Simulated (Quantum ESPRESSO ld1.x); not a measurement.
The mean radii <r> (bohr) of the occupied orbitals of an atom or ion are listed with their occupations. Calculated with ld1.x of Quantum ESPRESSO 7.5: Dirac Kohn-Sham, LDA (Slater exchange, Perdew-Wang correlation), spin-unpolarised, spherical densities, point nucleus.

| orbital | occ. | <r> |
|---|---|---|
| 1s1/2 | 2 | 0.02411 |
| 2s1/2 | 2 | 0.1026 |
| 2p1/2 | 2 | 0.08608 |
| 2p3/2 | 4 | 0.09239 |
| 3s1/2 | 2 | 0.2723 |
| 3p1/2 | 2 | 0.2619 |
| 3p3/2 | 4 | 0.2743 |
| 3d3/2 | 4 | 0.2453 |
| 3d5/2 | 6 | 0.2492 |
| 4s1/2 | 2 | 0.6229 |
| 4p1/2 | 2 | 0.6406 |
| 4p3/2 | 4 | 0.6689 |
| 4d3/2 | 4 | 0.7224 |
| 4d5/2 | 6 | 0.7326 |
| 5s1/2 | 2 | 1.504 |
| 5p1/2 | 2 | 1.693 |
| 5p3/2 | 4 | 1.779 |
| 4f5/2 | 3 | 1.135 |

Name the element and its charge. Open shells, if any, fill j = l - 1/2 first.

Answer. Z = 59, praseodymium, charge +2: Pr2+ in [Xe] 4f3. The 1s radius gives Z: for a bare nucleus <r> = (2 gamma + 1)/(2Z) with gamma = sqrt(1 - (Z/c)^2), 0.02377 bohr for Z = 59, and screening makes it slightly larger (0.02411 here). The occupations add up to 57, and the charge is Z minus that.
